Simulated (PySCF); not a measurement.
B3LYP has the VWN-RPA correlation part, as in Gaussian. 

**[Hf(NH2)4] (charge 0, multiplicity 1)**

Computed with B3LYP-D3(BJ)/def2-TZVP // PBE-D3(BJ)/def2-SVP run with PySCF.

The HOMO is -6.42 eV, the dipole moment comes out as 0.00 D and the HOMO–LUMO gap comes out as 6.24 eV. The LUMO is -0.18 eV. The charge on the central atom (Mulliken) comes out as 1.40 e. The total energy is -272.1448 Ha. The cost is about 4 core-minutes (a rough figure).

```xyz
13

Hf    -0.0493     0.1101     0.0029
N      1.6532    -0.1932     1.1199
H      1.9011    -1.1027     1.5291
H      2.4247     0.4548     1.3113
N      0.1378     1.8253    -1.1199
H      0.3006     1.9242    -2.1276
H     -0.0043     2.7668    -0.7331
N     -0.3083    -1.5174    -1.2308
H      0.4682    -1.9829    -1.7169
H     -1.1608    -2.0555    -1.4189
N     -1.6815     0.3254     1.2390
H     -1.7686     0.1161     2.2391
H     -2.5616     0.7591     0.9335
```
